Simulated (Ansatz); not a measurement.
Born–Oppenheimer molecular dynamics of H3Sb + H4Si (9 atoms, charge 0, multiplicity 1). It starts from a relaxed structure.

These are results of RKS B3LYP/def2-SVP (Ansatz 0.2.0), not measurements.

| Quantity | Value |
| --- | --- |
| ensemble | NVT, Langevin thermostat |
| time step | 0.25 fs |
| steps asked | 250 |
| set temperature | 1000 K |
| friction | 0.05 /fs |
| masses | H 3.016 u |
| seed | 497674 |

Frames 1.25 fs apart, positions in Å, forces in eV/Å.

Velocities at 35 fs (Å/ps):

```
Si -1.63 -2.72 15.38
H 4.19 32.70 6.95
H 1.66 -6.25 36.40
H 14.68 -4.21 7.47
H 13.00 12.68 -9.21
Sb 2.60 -1.36 4.12
H 1.84 -32.62 -4.59
H 10.80 4.77 16.91
H -33.35 -19.54 -0.43
```

```xyz
9
Properties=species:S:1:pos:R:3:forces:R:3 time_fs=35 energy_less_start_eV=0.433 T=1282
Si -0.177 0.091 -2.354 0.11 -0.04 0.23
H 0.577 1.293 -2.788 0.56 -0.03 0.23
H -1.490 0.498 -2.894 -0.51 -0.40 0.11
H -0.184 -0.119 -0.841 -0.03 0.21 -0.64
H 0.352 -1.161 -2.998 -0.13 0.25 0.06
Sb 0.466 0.534 3.035 0.71 0.79 0.86
H 0.747 -1.007 2.279 -0.71 0.00 0.30
H -1.147 1.026 2.611 0.05 -0.68 0.04
H 0.125 0.081 4.760 -0.05 -0.11 -1.20
9
Properties=species:S:1:pos:R:3:forces:R:3 time_fs=36.25 energy_less_start_eV=0.442 T=1199
Si -0.179 0.090 -2.337 0.81 0.50 -0.15
H 0.583 1.337 -2.778 0.18 -0.60 0.41
H -1.486 0.492 -2.854 -0.77 -0.34 0.00
H -0.162 -0.116 -0.841 -0.05 0.14 -0.36
H 0.369 -1.148 -3.001 -0.18 0.29 0.10
Sb 0.470 0.532 3.040 0.81 0.27 0.86
H 0.745 -1.046 2.274 -0.76 0.40 0.44
H -1.131 1.032 2.630 -0.10 -0.63 -0.06
H 0.079 0.057 4.757 0.04 -0.05 -1.24
9
Properties=species:S:1:pos:R:3:forces:R:3 time_fs=37.5 energy_less_start_eV=0.491 T=1107
Si -0.185 0.088 -2.324 1.54 0.83 -0.47
H 0.589 1.378 -2.758 -0.11 -1.04 0.49
H -1.483 0.484 -2.818 -1.08 -0.26 -0.13
H -0.129 -0.111 -0.847 -0.09 0.06 -0.04
H 0.388 -1.141 -3.004 -0.26 0.40 0.15
Sb 0.473 0.531 3.047 0.87 -0.14 0.86
H 0.742 -1.077 2.268 -0.78 0.69 0.53
H -1.120 1.029 2.647 -0.22 -0.56 -0.14
H 0.041 0.031 4.752 0.12 0.01 -1.25
9
Properties=species:S:1:pos:R:3:forces:R:3 time_fs=38.75 energy_less_start_eV=0.561 T=1024
Si -0.191 0.086 -2.313 2.19 0.99 -0.66
H 0.592 1.409 -2.745 -0.32 -1.33 0.53
H -1.482 0.480 -2.779 -1.40 -0.18 -0.24
H -0.092 -0.114 -0.851 -0.12 0.02 0.17
H 0.400 -1.135 -3.010 -0.35 0.50 0.20
Sb 0.476 0.529 3.053 0.88 -0.53 0.82
H 0.729 -1.108 2.258 -0.76 0.95 0.63
H -1.113 1.016 2.665 -0.33 -0.48 -0.21
H 0.004 0.003 4.742 0.20 0.06 -1.23
9
Properties=species:S:1:pos:R:3:forces:R:3 time_fs=40 energy_less_start_eV=0.589 T=921
Si -0.198 0.087 -2.303 2.58 0.95 -0.90
H 0.581 1.426 -2.731 -0.37 -1.41 0.51
H -1.487 0.477 -2.735 -1.68 -0.11 -0.32
H -0.065 -0.115 -0.858 -0.11 -0.04 0.45
H 0.401 -1.130 -3.021 -0.43 0.61 0.26
Sb 0.480 0.527 3.060 0.85 -0.80 0.74
H 0.701 -1.128 2.252 -0.70 1.11 0.67
H -1.107 1.009 2.679 -0.39 -0.40 -0.26
H -0.027 -0.024 4.724 0.26 0.09 -1.15
9
Properties=species:S:1:pos:R:3:forces:R:3 time_fs=41.25 energy_less_start_eV=0.570 T=870
Si -0.204 0.089 -2.295 2.67 0.86 -1.10
H 0.558 1.434 -2.705 -0.32 -1.36 0.43
H -1.500 0.472 -2.692 -1.79 -0.09 -0.36
H -0.046 -0.120 -0.867 -0.08 -0.11 0.72
H 0.400 -1.124 -3.033 -0.48 0.70 0.31
Sb 0.484 0.526 3.066 0.81 -0.97 0.71
H 0.666 -1.132 2.245 -0.63 1.17 0.68
H -1.098 1.000 2.693 -0.49 -0.30 -0.32
H -0.056 -0.049 4.705 0.31 0.11 -1.07
9
Properties=species:S:1:pos:R:3:forces:R:3 time_fs=42.5 energy_less_start_eV=0.552 T=878
Si -0.206 0.091 -2.291 2.68 0.73 -1.11
H 0.529 1.436 -2.682 -0.20 -1.23 0.33
H -1.509 0.471 -2.652 -1.92 -0.09 -0.39
H -0.028 -0.126 -0.873 -0.05 -0.15 0.86
H 0.401 -1.118 -3.039 -0.51 0.74 0.30
Sb 0.489 0.526 3.070 0.65 -1.18 0.56
H 0.620 -1.150 2.240 -0.54 1.30 0.72
H -1.099 1.000 2.711 -0.45 -0.25 -0.33
H -0.074 -0.071 4.682 0.34 0.13 -0.94
9
Properties=species:S:1:pos:R:3:forces:R:3 time_fs=43.75 energy_less_start_eV=0.512 T=1007
Si -0.205 0.094 -2.286 2.56 0.43 -0.95
H 0.502 1.423 -2.658 0.01 -0.90 0.19
H -1.515 0.466 -2.616 -2.01 -0.09 -0.41
H -0.011 -0.130 -0.871 -0.03 -0.17 0.88
H 0.406 -1.108 -3.039 -0.53 0.73 0.28
Sb 0.495 0.527 3.074 0.50 -1.40 0.38
H 0.567 -1.167 2.235 -0.43 1.44 0.74
H -1.097 1.003 2.731 -0.41 -0.19 -0.34
H -0.085 -0.102 4.652 0.34 0.14 -0.77
9
Properties=species:S:1:pos:R:3:forces:R:3 time_fs=45 energy_less_start_eV=0.459 T=1249
Si -0.203 0.095 -2.282 2.17 0.11 -0.66
H 0.470 1.405 -2.621 0.29 -0.41 -0.01
H -1.525 0.459 -2.590 -1.93 -0.15 -0.39
H 0.006 -0.136 -0.868 -0.04 -0.19 0.85
H 0.413 -1.093 -3.034 -0.49 0.64 0.19
Sb 0.500 0.525 3.077 0.46 -1.53 0.13
H 0.501 -1.175 2.231 -0.30 1.52 0.73
H -1.087 1.014 2.746 -0.46 -0.10 -0.35
H -0.093 -0.129 4.612 0.30 0.11 -0.50
9
Properties=species:S:1:pos:R:3:forces:R:3 time_fs=46.25 energy_less_start_eV=0.412 T=1215
Si -0.201 0.093 -2.278 1.55 -0.24 -0.25
H 0.441 1.379 -2.578 0.63 0.25 -0.25
H -1.540 0.449 -2.573 -1.68 -0.24 -0.31
H 0.032 -0.136 -0.861 -0.10 -0.23 0.74
H 0.415 -1.076 -3.029 -0.40 0.46 0.06
Sb 0.505 0.522 3.079 0.39 -1.57 -0.15
H 0.434 -1.176 2.228 -0.17 1.55 0.70
H -1.077 1.024 2.751 -0.45 -0.03 -0.36
H -0.106 -0.155 4.566 0.23 0.05 -0.19
9
Properties=species:S:1:pos:R:3:forces:R:3 time_fs=47.5 energy_less_start_eV=0.387 T=1128
Si -0.198 0.090 -2.275 0.94 -0.47 0.33
H 0.425 1.361 -2.535 0.88 0.79 -0.43
H -1.555 0.444 -2.558 -1.34 -0.33 -0.23
H 0.058 -0.137 -0.844 -0.19 -0.23 0.42
H 0.418 -1.056 -3.024 -0.30 0.25 -0.09
Sb 0.511 0.520 3.079 0.14 -1.54 -0.37
H 0.371 -1.166 2.223 -0.04 1.54 0.66
H -1.077 1.039 2.748 -0.28 -0.01 -0.31
H -0.122 -0.180 4.527 0.18 0.02 0.03
9
Properties=species:S:1:pos:R:3:forces:R:3 time_fs=48.75 energy_less_start_eV=0.372 T=1118
Si -0.191 0.088 -2.272 0.26 -0.77 0.89
H 0.419 1.345 -2.495 1.11 1.29 -0.58
H -1.575 0.439 -2.543 -0.86 -0.44 -0.15
H 0.082 -0.149 -0.824 -0.29 -0.20 0.05
H 0.423 -1.050 -3.015 -0.22 0.12 -0.22
Sb 0.518 0.518 3.079 -0.20 -1.36 -0.60
H 0.312 -1.141 2.218 0.07 1.44 0.61
H -1.082 1.059 2.737 0.01 -0.04 -0.24
H -0.142 -0.191 4.492 0.12 -0.05 0.25
```

Of the whole run (62 fs, mean temperature of the second half 1006 K): A run of 0.062 ps of so small a system gives no equilibrium averages.

Run time: 10 min on 2 threads of Arm Neoverse N1 (shared host), peak memory 0.15 GiB.
